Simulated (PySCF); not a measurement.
# W⁺: ionisation energy

W⁺ [Xe] 4f14 5d4 6s1 (6D) → W²⁺ [Xe] 4f14 5d4 (5D), as a difference of total energies. All numbers are calculated (PySCF 2.14, the spin-free X2C one-electron Hamiltonian (Gaussian nucleus), in x2c-QZVPPall). The calculations carry no spin-orbit coupling.

```csv
method,ionisation energy (eV)
UHF,15.003
M06-2X,16.110
r2SCAN0,16.256
```

The reference lies between the lowest fine-structure levels, while these numbers refer to the centres of the terms.

For comparison: 16.37 ± 0.15 eV (semi-empirical (NIST evaluation); NIST Atomic Spectra Database, ionization energies).
